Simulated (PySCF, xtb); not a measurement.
Be(Cl)(SMe) (CH3BeClS), SMILES C[S][Be][Cl].

GFN2-xTB (xtb) at its own geometry gives an orbital gap of 3.85 eV and a dipole moment of 2.08 D.

Geometry optimised at B3LYP-D3(BJ)/def2-SVP. One conformer was computed; it need not be the lowest.

Question: What does HF/def2-TZVPD in PySCF give? (Estimate from the structure and the level; the computed values follow.)

Answer: gap 11.13 eV (levels -9.98 and 1.15 eV), dipole 1.83 D.
